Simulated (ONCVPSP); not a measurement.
**Before and after: ONCV potential for selenium (Se)**

```
Element                 : selenium
Generator               : ONCVPSP 4.0.1
Type                    : optimised norm-conserving Vanderbilt (ONCV)
Functional              : LDA (Perdew-Zunger)
Relativity              : fully relativistic
Frozen core             : [Ar]
Valence charge          : 16
Reference configuration : 3d10 4s2 4p4
Partial waves           : 4s: rc 1.50 bohr, ncon 3, nbas 7, qcut 4.4 1/bohr, 2 projectors, debl 2.7 Ha; 4p: rc 1.40 bohr, ncon 5, nbas 9, qcut 4.7 1/bohr, 1 projector; 3d: rc 1.05 bohr, ncon 4, nbas 9, qcut 14.9 1/bohr, 1 projector
Local potential         : polynomial inside 0.75 bohr (lpopt 5, dvloc0 2 Ha)
Core correction         : Teter function fitted to the true core (icmod 2), fcfact 0.4
```

Open shells are filled in proportion to 2j + 1.

All-electron outer shells of the reference configuration (LDA (Perdew-Zunger), scalar-relativistic, ld1.x):

```tsv
shell	level (eV)	outermost node (bohr)	outermost maximum (bohr)
3s	-212.67	0.24	0.50
3p	-152.70	0.21	0.50
3d	-53.39	–	0.45
4s	-17.49	0.70	1.51
4p	-6.66	0.74	1.80
```

Change: all radii but the core radius scaled by about 1.33 (s 2.00, p 1.86, d 1.40 bohr); local potential polynomial inside 1.00 bohr (lpopt 5, dvloc0 2 Ha).

Cutoffs: the cutoffs (Ha) at which the residual kinetic energy of the hardest occupied pseudo-wave falls to 1 and 0.1 mHa per electron; they do not see the model core or the augmentation charge, which bear on the density cutoff. Errors are all-electron minus pseudo energies relative to the spin-unpolarised reference configuration.

Task: What does the change do?

Result: The potential gets softer (95 Ha and 129 Ha → 73 Ha and 83 Ha); the bound ghost in s disappears; the lowest positive-energy flag moves from p3/2 at 3.1 eV to s at 50.8 eV; of the 4 tests that both files solve, the error grows in 0 and shrinks in 4 by more than 15 % and 0.3 meV (median size 47.0 → 13.6 meV). A larger radius leaves more room for a smooth pseudo-wave, so fewer plane waves are needed. That the errors move this way runs against the usual rule that smaller radii transfer better.

| quantity | base | changed |
| --- | --- | --- |
| cutoff, loose | 95 Ha | 73 Ha |
| cutoff, tight | 129 Ha | 83 Ha |
| loose cutoff by channel | s 14 Ha, p 95 Ha, d 93 Ha | s 7.8 Ha, p 9.9 Ha, d 73 Ha |
| bound ghosts | s | none |
| GHOST(+) flags under 300 eV | p3/2 at 3.1 eV, p1/2 at 7.8 eV | s at 50.8 eV |
| error for 3d10 4s2 4p3, meV [ΔE 11.01 eV] | +15 | +4.3 |
| error for 3d10 4s2 4p2, meV [ΔE 31.58 eV] | +79 | +23 |
| error for 3d10 4s2 4p1, meV [ΔE 62.74 eV] | +189 | +59 |
| error for 3d10 4s2 4p3.5, meV [ΔE 4.39 eV] | +3.2 | +0.9 |
| rms error of d²Exc/dni dnj with the model core, mHa | 6.34 | 5.32 |

 A true bound ghost makes a file unfit for plane-wave use even where its test errors are small: the radial tests pick states by their node count and pass the ghost by.
